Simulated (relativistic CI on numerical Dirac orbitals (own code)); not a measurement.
**What each ingredient does to the levels of Os41+**

Base calculation: Dirac-Coulomb-Breit CI, separate exchange-only KLI orbitals for each configuration, model QED (radiative potential, 1s self-energy scaled to tabulated hydrogen-like ionisation energies), unscaled Slater integrals.

Configuration list (outside the closed core [Ar] 3d10): 4s2.4p5, 4s.4p6, 4s2.4p4.4d, 4s.4p5.4d, 4s2.4p4.4f, 4s.4p5.4f, 4p6.4d, 4s.4p4.4d2, 4s2.4p3.4d.4f, 4p6.4f, 4p5.4d.4f, 4p5.4d2, 4p4.4d3, 4p4.4d2.4f. Double excitations out of closed p, d and f shells are left out; levels of such configurations are missing from the list, as are those of other unlisted configurations, and high levels can miss mixing partners.

The lowest level and the first level of each name with at least 55 % of one term (blank where a level has no safe partner in the second run):

| Level | Base (eV) | Shift (eV) |
| --- | --- | --- |
| 4s2.4p5 2P°_3/2 | 0.000 | 0.000 |
| 4s2.4p5 2P°_1/2 | 107.281 | -0.101 |
| 4s2.4p4.4d 2D_3/2 | 169.182 | +0.258 |
| 4s2.4p4.4d 4F_9/2 | 179.718 | +0.203 |
| 4s.4p6 2S_1/2 | 218.414 | +1.016 |
| 4s2.4p4.4d 4D_1/2 | 256.280 | +0.161 |
| 4s2.4p4.4d 2G_7/2 | 267.200 | +0.159 |
| 4s2.4p4.4d 2G_9/2 | 289.346 | +0.102 |
| 4s.4p5.4d 4P°_1/2 | 369.817 | +1.307 |
| 4s2.4p4.4f 4G°_11/2 | 385.508 | +0.216 |
| 4s.4p5.4d 2P°_1/2 | 400.731 | +1.269 |
| 4s.4p5.4d 4F°_9/2 | 401.311 | +1.161 |
| 4s.4p5.4d 2F°_7/2 | 420.012 | +1.407 |

At this charge energies of transitions that change n are usually good to better than 1 %, and those within a shell (Δn = 0) to a few per cent.

(1) One thing was changed in a second run, which moved the levels as shown. Which?
A. QED terms removed
B. Breit term removed
C. configuration mixing switched off

Results:

(1) A. QED terms removed. QED shifts follow the density of s (and p1/2) electrons at the nucleus, so configurations move by their count of such electrons; where none moves, the smaller shifts of p3/2 electrons and of j = l + 1/2 against j = l − 1/2 set the pattern.

LS names give the leading component of a level, which can be under half, so a name can repeat, a term be missing and a line seem to break the LS rules.
